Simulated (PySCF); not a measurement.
Fine-structure interval of W(57+) by level of theory

W(57+) [Ne] 3s2 3p5 [3p1/2^2 3p3/2^3, M_J = 3/2] → W(57+) [Ne] 3s2 3p5 [3p1/2^1 3p3/2^4, M_J = 1/2], as a difference of total energies. All numbers are calculated (PySCF 2.14, the two-component X2C-1e Hamiltonian, in an even-tempered Gaussian basis (18 s from 17 bohr⁻², ratio 2.4; 14 p from 22 bohr⁻², ratio 2.4; 4 d from 80 bohr⁻², ratio 2.6; 4 f from 120 bohr⁻², ratio 2.6)). Correlated levels: 1s2 frozen; the 48 highest virtual spinors dropped. "Screened" scales the spin-orbit matrix elements by Boettger's factors to mimic the two-electron term; Breit and QED terms are absent.

```json
{"method": "GHF (screened spin-orbit)", "fine-structure interval (cm⁻¹)": "2846800"}
{"method": "GMP2 (screened spin-orbit)", "fine-structure interval (cm⁻¹)": "2847600"}
{"method": "GHF (bare spin-orbit)", "fine-structure interval (cm⁻¹)": "2934600"}
```
